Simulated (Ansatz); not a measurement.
PBE exchange is replaced step by step with exact exchange (0 % is PBE, 25 % PBE0; no dispersion term), basis def2-TZVP, Ansatz. System: Cu(NH3)I (CuINH3). Total charge 0; singlet. Geometry: PBE-D4/def2-TZVP.

Geometry of the singlet:

Cartesian coordinates in Å:
```
Cu -0.0289 -0.1400 -1.0836
N 0.0224 0.1106 0.8526
H 0.0395 1.1037 1.1043
H 0.8537 -0.3224 1.2665
H -0.7958 -0.3048 1.3084
I -0.0909 -0.4471 -3.4482
```

In the def2 sets I takes a core potential; there is no spin–orbit coupling.

```
exact exchange (%)  HOMO (eV)  LUMO (eV)  gap (eV)
                 0      -4.90      -1.75      3.15
                 5      -5.13      -1.59      3.54
                15      -5.59      -1.27      4.31
                25      -6.03      -0.96      5.06
                35      -6.46      -0.66      5.80
                50      -7.11      -0.22      6.89
```

**Question.** Estimate the row for 10 %.

**Answer.** 
```
exact exchange (%)  HOMO (eV)  LUMO (eV)  gap (eV)
                10      -5.36      -1.43      3.93
```
